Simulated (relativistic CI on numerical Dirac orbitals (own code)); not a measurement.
Ne³⁺: what numerical and physical settings do to a radial Dirac CI calculation

Reference input:

```
atom Ne  Z=10  charge=3  electrons=7
nucleus A=20  rms_radius_fm=3.0055
hamiltonian dirac-coulomb  breit=on  qed=on  c_scale=1
orbitals kli  potential=per-configuration
slater_scale 1
correlation none
mixing on
grid step=0.0125 r_max=19.8
scf mixing=0.4 start=green max_iterations=150 tolerance=2e-08 node_fill=0.05
configurations
  [He] 2s2 2p3
end
```

Computed lowest total energy -124.22001 Ha, first excitation 44546.6 cm⁻¹, 10 SCF steps. Runs with settings changed; * marks those that are bad on purpose:

```tsv
Changed	Outcome	Lowest level	ΔE (Ha)	First excitation (cm⁻¹)	SCF steps	Message
SCF tolerance 1e-10	converged	2p3 4S°_3/2	0	44546.6	10	
end of the grid at 59.4 bohr, QED terms off, SCF mixing 0.1	converged	2p3 4S°_3/2	-0.0108	44546.5	11	
node fill of the KLI weights 0.5	converged	2p3 4S°_3/2	0.00384	44164.2	10	
end of the grid at 13.86 bohr, SCF tolerance 1e-10	converged	2p3 4S°_3/2	-4.26e-14	44546.6	10	
grid step 0.6 *	refused				0	the grid has 29 points, outside 40 to 4096
SCF mixing 1.3 *	converged	2p3 4S°_3/2	-6.45e-11	44546.6	8
```

With so few configurations and no correlation, terms lie too far apart (by 10 to 50 % near neutrality), their order can be wrong, and levels of other configurations are missing.
